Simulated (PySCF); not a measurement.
# How methods differ on the excitation energy of H

H 1s1 (2S) → H 2p1 (2P), as a difference of total energies. Calculation: PySCF 2.14, in dyall-av3z (10s3p2d, 29 functions); the spin-free X2C one-electron Hamiltonian (Gaussian nucleus). The calculations carry no spin-orbit coupling.

| method | excitation energy (eV) |
| --- | --- |
| UHF | 10.803 |
| LDA | 9.984 |
| PBE | 10.267 |
| PBE0 | 10.394 |
| r2SCAN | 10.442 |
| TPSS | 10.332 |
| BHandHLYP | 10.523 |
| wB97X-V | 10.630 |
| PW91 | 10.316 |

The promoted electron is Rydberg-like, and one or two diffuse shells describe it only roughly, which tends to raise the upper state.

Task: Which method comes closest to the reference value, and which is furthest?

Result: The reference is 10.199 eV (measured; NIST levels, between the centres of gravity of the two terms). Closest: PBE (error 0.068 eV); furthest: UHF (error 0.604 eV).
